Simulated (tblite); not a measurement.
C4H14N2OSi2.
Cartesian coordinates in Å at the GFN2-xTB level; atoms count from 1:
```xyz
23
C4H14N2OSi2 angstrom
C      4.1304    0.0650    0.0676
C      2.6964   -0.3920   -0.0230
O      2.1855   -0.8366   -1.0340
N      1.9442   -0.2996    1.0889
Si     0.2959   -0.8941    0.8905
C     -0.6430    0.2142   -0.3485
N     -2.0703    0.2787   -0.1069
C     -2.7166   -0.9955   -0.2595
Si    -2.9281    1.7558   -0.2789
H      4.6210   -0.0790   -0.8905
H      4.1663    1.1185    0.3376
H      4.6525   -0.5067    0.8323
H      2.3518    0.0485    1.9403
H      0.3822   -2.3012    0.5111
H     -0.2180   -0.7334    2.2558
H     -0.4478   -0.1363   -1.3705
H     -0.2434    1.2280   -0.2895
H     -2.3123   -1.7089    0.4651
H     -3.7854   -0.8909   -0.0900
H     -2.5618   -1.4117   -1.2628
H     -4.2124    1.5333    0.3845
H     -3.1805    2.2067   -1.6608
H     -2.1112    2.7645    0.3974
```

All values are computed: GFN2-xTB (tblite) harmonic vibrations without scaling, gas phase. Errors from tens to a few hundred cm⁻¹ against measured bands are possible. Modes of hydrogen on silicon can be 10 to 20 % off. One conformer, not necessarily the lowest.

Harmonic wavenumbers (cm⁻¹): 27.2, 43.0, 59.4, 68.6, 93.9, 103.3, 113.5, 143.5, 182.5, 214.6, 261.4, 300.7, 368.4, 381.2, 464.6, 503.6, 559.9, 570.3, 587.3, 610.2, 638.1, 700.2, 726.2, 749.1, 756.7, 771.5, 797.2, 817.4, 826.3, 831.7, 959.5, 997.8, 1003.0, 1043.5, 1105.3, 1138.8, 1186.7, 1204.5, 1267.4, 1322.9, 1366.6, 1392.6, 1425.0, 1456.8, 1459.9, 1465.4, 1483.4, 1509.8, 1705.5, 2144.2, 2233.0, 2247.7, 2258.4, 2292.9, 2873.8, 2888.7, 2943.6, 2969.7, 3022.7, 3026.9, 3030.4, 3063.1, 3476.2.

A = 2534, B = 478.2, C = 452.2 MHz; mass 162.064 u (most abundant isotopes); point group C1, symmetry number 1.

Task: What is the zero-point energy?

Result: ½Σν̃ = 38119 cm⁻¹ = 108.99 kcal/mol.

Task: What is S at 298.15 K and 1 bar for an ideal gas of classical rigid rotors and harmonic oscillators?

Result: Translation 41.18, rotation 30.75, vibration 48.80: S = 120.7 cal/(mol K).

Task: And Cp and H(298.15 K) − H(0)?

Result: Cp = 51.36 cal/(mol K), of which vibrations give 43.41 (their classical limit is 63 R = 125.2); H(298.15 K) − H(0) = 9.43 kcal/mol without the zero-point energy, 7.06 from vibrations.

Task: Which modes carry the vibrational entropy at 298.15 K?

Result: 27.2 cm⁻¹: 6.02; 43.0 cm⁻¹: 5.12; 59.4 cm⁻¹: 4.48; 68.6 cm⁻¹: 4.19; 93.9 cm⁻¹: 3.58; 103.3 cm⁻¹: 3.39 cal/(mol K); the other 57 give 22.02 together.

Task: What must be added to the electronic energy to get the Gibbs energy at 298.15 K and 1 bar?

Result: ZPE + [H(298.15 K) − H(0)] − T·S = 108.99 + 9.43 − 36.00 = 82.42 kcal/mol.

Task: Blend soft modes into free rotors: weight 1/[1 + (100 cm⁻¹/ν̃)⁴] for the oscillator and the rest for a rotor with moment μB/(μ + B), μ = h/(8π²ν), B = 10⁻⁴⁴ kg m². What vibrational entropy results?

Result: 42.94 cal/(mol K) in place of 48.80, which changes −T·S at 298.15 K by +1.75 kcal/mol.

Task: How do the functions run with temperature in this model?

Result: 
| T (K) | S (cal/(mol K)) | Cp (cal/(mol K)) | H − H(0) (kcal/mol) | G − H(0) (kcal/mol) | ln q(vib) |
| --- | --- | --- | --- | --- | --- |
| 100 | 81.0 | 26.1 | 1.78 | -6.33 | 4.00 |
| 200 | 102.9 | 38.7 | 5.01 | -15.58 | 8.59 |
| 300 | 121.1 | 51.6 | 9.53 | -26.79 | 12.72 |
| 500 | 152.7 | 72.9 | 22.09 | -54.25 | 20.34 |
| 800 | 191.8 | 93.4 | 47.30 | -106.15 | 30.62 |
| 1000 | 213.7 | 102.3 | 66.92 | -146.74 | 36.80 |

q(vib) and H(0) count from the zero-point level.

Hindered rotation and anharmonicity are outside this model. Other conformers, if any are populated, would add a mixing term that is left out. The structure is chiral; the term R ln 2 for an equal mix with its mirror image is left out.

On an Intel Xeon Platinum 8375C at 2.90 GHz with one thread, no GPU, shared host with 64 logical CPUs at a one-minute load of 25, this took 1.5 s. The figure is for the frequency step alone.
